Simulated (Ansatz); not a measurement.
C2H9NSn, SMILES `CC[NH][SnH3]`. Charge 0, multiplicity 1. Sn: def2 effective core potential. The structure was optimised at the PBE0-D4/def2-TZVP level. It is one conformer, not always the lowest.

```xyz
13

C    -1.142    1.439    0.970
C    -0.548    0.095    0.596
N     0.481    0.241   -0.421
Sn    1.214   -1.432   -1.301
H    -1.935    1.326    1.714
H    -1.554    1.933    0.088
H    -0.377    2.095    1.397
H    -0.192   -0.407    1.511
H    -1.340   -0.545    0.189
H     1.212    0.863   -0.099
H     2.463   -0.921   -2.343
H    -0.094   -2.125   -2.148
H     1.813   -2.562   -0.154
```

Q: What is the dipole moment at PBE/def2-TZVPP? (Estimate.)

A: The calculation gave: 0.72 D, with components (0.27, 0.06, 0.66) D in this frame, pointing from negative to positive charge.

Q: And with r2SCAN, B3LYP, ωB97M-V? (An estimate is asked.)

A: Computed: r2SCAN 0.72 D, B3LYP 0.74 D, ωB97M-V 0.74 D.

Q: Give the Mulliken charges with PBE, ωB97M-V, B3LYP in def2-TZVPP. (An estimate is asked.)

A: Ansatz gave: 
```json
{"atom": "C1", "PBE": "-0.25", "ωB97M-V": "-0.31", "B3LYP": "-0.25"}
{"atom": "C2", "PBE": "-0.04", "ωB97M-V": "-0.09", "B3LYP": "-0.02"}
{"atom": "N3", "PBE": "-0.43", "ωB97M-V": "-0.46", "B3LYP": "-0.47"}
{"atom": "Sn4", "PBE": "0.60", "ωB97M-V": "0.58", "B3LYP": "0.68"}
{"atom": "H5", "PBE": "0.07", "ωB97M-V": "0.09", "B3LYP": "0.07"}
{"atom": "H6", "PBE": "0.09", "ωB97M-V": "0.11", "B3LYP": "0.09"}
{"atom": "H7", "PBE": "0.07", "ωB97M-V": "0.09", "B3LYP": "0.06"}
{"atom": "H8", "PBE": "0.07", "ωB97M-V": "0.10", "B3LYP": "0.07"}
{"atom": "H9", "PBE": "0.08", "ωB97M-V": "0.10", "B3LYP": "0.07"}
{"atom": "H10", "PBE": "0.12", "ωB97M-V": "0.09", "B3LYP": "0.10"}
{"atom": "H11", "PBE": "-0.12", "ωB97M-V": "-0.09", "B3LYP": "-0.13"}
{"atom": "H12", "PBE": "-0.12", "ωB97M-V": "-0.09", "B3LYP": "-0.13"}
{"atom": "H13", "PBE": "-0.13", "ωB97M-V": "-0.11", "B3LYP": "-0.15"}
```

B3LYP here is the variant with VWN-RPA as its local correlation; programs differ in this.
